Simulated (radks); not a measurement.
The numbers below are computed, except where a source is named.
Ionisation of Ta49+, [Ar] 3d6, to Ta50+, [Ar] 3d5, under several functionals. Non-relativistic Kohn-Sham, spin-polarised, spherical densities, point nucleus; open shells are filled with parallel spins first (spin-orbit coupling, left out, can overturn this in heavy ions); a radial shooting solver on a logarithmic mesh with Libxc functionals.

[
 {"functional": "exchange-only PBE", "E(Ta49+) (hartree)": "-12819.2806", "Exc (hartree)": "-193.0561", "IE (eV)": "4406.8", "-e(HOMO) (eV)": "4344.2", "<r> HOMO (bohr)": "0.1762", "IE error (eV)": "-3.2"},
 {"functional": "AM05", "E(Ta49+) (hartree)": "-12813.3262", "Exc (hartree)": "-187.0596", "IE (eV)": "4409.0", "-e(HOMO) (eV)": "4346.4", "<r> HOMO (bohr)": "0.1762", "IE error (eV)": "-1.0"},
 {"functional": "XLYP", "E(Ta49+) (hartree)": "-12822.2909", "Exc (hartree)": "-196.0809", "IE (eV)": "4409.7", "-e(HOMO) (eV)": "4347.0", "<r> HOMO (bohr)": "0.1762", "IE error (eV)": "-0.3"},
 {"functional": "HCTH/407", "E(Ta49+) (hartree)": "-12824.7939", "Exc (hartree)": "-198.6733", "IE (eV)": "4417.2", "-e(HOMO) (eV)": "4355.2", "<r> HOMO (bohr)": "0.1760", "IE error (eV)": "+7.2"},
 {"functional": "BP86", "E(Ta49+) (hartree)": "-12822.1265", "Exc (hartree)": "-195.9208", "IE (eV)": "4410.2", "-e(HOMO) (eV)": "4347.5", "<r> HOMO (bohr)": "0.1762", "IE error (eV)": "+0.2"},
 {"functional": "MS2 meta-GGA", "E(Ta49+) (hartree)": "-12820.4632", "Exc (hartree)": "-194.2440", "IE (eV)": "4404.9", "-e(HOMO) (eV)": "4343.3", "<r> HOMO (bohr)": "0.1764", "IE error (eV)": "-5.1"},
 {"functional": "TPSS", "E(Ta49+) (hartree)": "-12821.1245", "Exc (hartree)": "-194.9015", "IE (eV)": "4407.7", "-e(HOMO) (eV)": "4345.2", "<r> HOMO (bohr)": "0.1763", "IE error (eV)": "-2.3"},
 {"functional": "PW91", "E(Ta49+) (hartree)": "-12821.6182", "Exc (hartree)": "-195.4045", "IE (eV)": "4410.1", "-e(HOMO) (eV)": "4347.5", "<r> HOMO (bohr)": "0.1762", "IE error (eV)": "+0.1"},
 {"functional": "BLYP", "E(Ta49+) (hartree)": "-12821.6120", "Exc (hartree)": "-195.3982", "IE (eV)": "4409.5", "-e(HOMO) (eV)": "4346.8", "<r> HOMO (bohr)": "0.1762", "IE error (eV)": "-0.5"},
 {"functional": "exchange-only r2SCAN", "E(Ta49+) (hartree)": "-12819.9887", "Exc (hartree)": "-193.7808", "IE (eV)": "4403.2", "-e(HOMO) (eV)": "4342.1", "<r> HOMO (bohr)": "0.1764", "IE error (eV)": "-6.8"},
 {"functional": "r2SCAN", "E(Ta49+) (hartree)": "-12821.3199", "Exc (hartree)": "-195.1151", "IE (eV)": "4405.8", "-e(HOMO) (eV)": "4344.6", "<r> HOMO (bohr)": "0.1764", "IE error (eV)": "-4.2"}
]

NIST Atomic Spectra Database: 4410 eV (theoretical). Closest: PW91. The Delta-SCF values span 13.99 eV, the total energies 11.47 hartree. The highest occupied level is 3d. Relativity is left out here, which matters for elements this heavy. Open shells are spherical and high-spin; term and fine-structure splittings are not resolved.
